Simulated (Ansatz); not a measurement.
All numbers were calculated with Ansatz.

A structure relaxed at PBE0-D4/def2-TZVP, charge 0, multiplicity 1:

```xyz
6

N     0.8703   -0.0744   -0.4029
Al   -0.7085    0.0608    0.3283
F    -2.0125   -0.6605   -0.3565
F    -0.9200    0.9123    1.7137
H     1.0635   -0.5819   -1.2497
H     1.7071    0.3437   -0.0330
```

(1) Give its formula and SMILES.

(2) Point group (tolerance 0.08 Å, 0.16 Å for H)?

(3) Summarise the bond lengths by kind.

Results:

(1) AlF2H2N, `[NH2][Al]([F])[F]`.

(2) C2v.

(3) 1 × Al–N 1.745 Å; 2 × H–N 1.006 Å; 2 × Al–F 1.640 Å.
